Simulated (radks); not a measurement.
Values are calculated unless marked as measured or tabulated.
Problem. These are the eigenvalues of the occupied orbitals of an atom or ion with whole-number occupations (eV). Level of theory: scalar-relativistic Kohn-Sham, PBE, spin-polarised, spherical densities, finite nucleus; Fermi nuclear charge, rms radius of each element as measured or else 0.836 A^(1/3) + 0.57 fm (a radial shooting solver on a logarithmic mesh with Libxc functionals).

orbital  eigenvalue
1s up     -11747.77
1s down   -11747.76
2s up     -1514.708
2s down   -1514.702
2p up     -1331.677
2p down   -1331.665
3s up     -218.0947
3s down   -218.0746
3p up     -161.4622
3p down   -161.4386
3d up      -68.3213
3d down    -68.2870
4s up      -38.2261
4s down    -38.1041
5p up      -10.7140

Which element is it, and in what charge state? The configuration may be excited. Open shells, if any, are filled with parallel spins first.

Solution. Z = 33, arsenic, charge +2: As2+ in [Ar] 3d10 4s2 5p1. The list shows which subshells hold electrons but not how many an open one holds; the 1s level, -431.72 hartree, gives Z - s = 29.4 by -(Z - s)^2/2, which with screening and relativity narrows Z to a few neighbours, and the depths of the outer levels then fix element, charge and occupations together.
